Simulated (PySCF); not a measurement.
SiHCl3, SMILES Cl[SiH](Cl)Cl.

Coordinates come from a B3LYP-D3(BJ)/def2-SVP optimisation. The isomer is the one that the SMILES or the coordinates give; other isomers of the formula were not compared.

Level of theory: ωB97X/def2-TZVPD (PySCF).

total energy: -1670.89352 hartree
point group: C3v
highest occupied level: -11.85 eV
lowest empty level: 1.33 eV
orbital gap: 13.18 eV
dipole moment: 0.95 D
quadrupole, principal values (traceless, Buckingham form, about the centre of nuclear charge): -1.12, -1.12, 2.24 D·Å
mean static polarisability: 65.8 bohr³ (9.75 Å³)
polarisability, principal values: 56.6, 70.4, 70.4 bohr³
